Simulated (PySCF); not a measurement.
Calculated NMR parameters of C=C/C=C\C/C=C/C

| Quantity | Value |
| --- | --- |
| Formula | C8H12 |
| SMILES | C=C/C=C\C/C=C/C |
| Point group of the computed structure | C1 |
| Degrees of unsaturation | 3 |
| Carbon signals | 8 |
| Proton signals | 9 |

Mapped SMILES: `[CH2:1]=[CH:2]/[CH:3]=[CH:4]\[CH2:5]/[CH:6]=[CH:7]/[CH3:8]`. Each H is labelled by its parent atom. Ha(C1) is cis to C3; Hb(C1) is trans to C3.

How the numbers were obtained: σ from GIAO-PBE0/pcSseg-1, structure optimised with GFN2-xTB, in PySCF 2.14 (equivalent nuclei averaged, no relativistic terms, no solvent model, one computed conformer).

References, each an isolated molecule treated in the same way: 1H (σ = 31.72 ppm) and 13C (σ = 186.93 ppm) against TMS.

| carbon | δC, type | δH (multiplicity) | HMBC from (2–3 bonds) | span of the C tensor (ppm) |
| --- | --- | --- | --- | --- |
| C1 | 124.4, CH2 | Ha(C1) 5.51 (m); Hb(C1) 5.44 (m) | H(C2), H(C3) | 206 |
| C2 | 139.5, CH | 7.03 (m) | H(C3), H(C4), Ha(C1), Hb(C1) | 243 |
| C3 | 136.5, CH | 6.22 (m) | H(C2), H(C4), Ha(C1), Hb(C1), H(C5) | 194 |
| C4 | 140.2, CH | 5.58 (m) | H(C2), H(C3), H(C6), H(C5) | 208 |
| C5 | 37.9, CH2 | 3.00 (m) | H(C3), H(C7), H(C4), H(C6) | 42 |
| C6 | 136.7, CH | 5.52 (m) | H(C7), H(C4), H(C5), H(C8) | 200 |
| C7 | 134.8, CH | 5.82 (m) | H(C6), H(C5), H(C8) | 206 |
| C8 | 22.1, CH3 | 1.83 (d) | H(C7), H(C6) | 34 |

1. Carbon types of the structure: 5 × CH, 2 × CH2, 1 × CH3, which accounts for all hydrogens.
2. δC 140.2, 139.5, 136.7, 136.5, 134.8: alkene CH; as expected for a trigonal carbon in a double bond.
3. δC 124.4: terminal =CH2 carbon; the olefinic region.
4. δC 37.9: allylic sp3 CH2; saturated and bonded to C and H only.
5. δC 22.1: allylic methyl carbon; a saturated carbon with 1 carbon neighbour and no heteroatom attached.
6. δH 5.51, 5.44: hydrogen on a terminal =CH2 carbon; attached to an sp2 carbon and in the plane of the double bond.

Shifts are as computed. Against solution values, carbons near 30 ppm lie about +3 ppm off and those near 130 ppm about +5 ppm. Of 1211 compounds with measured shifts, 218 miss one by over three times the rms of a fit or turn the order of signals round; such compounds aren't used in these exercises. No couplings were computed; multiplicities are counted from neighbouring protons, with m where these are inequivalent, close in shift, in a saturated or five-membered ring or joined by F or P, and br s for small geminal =CH2 splittings.
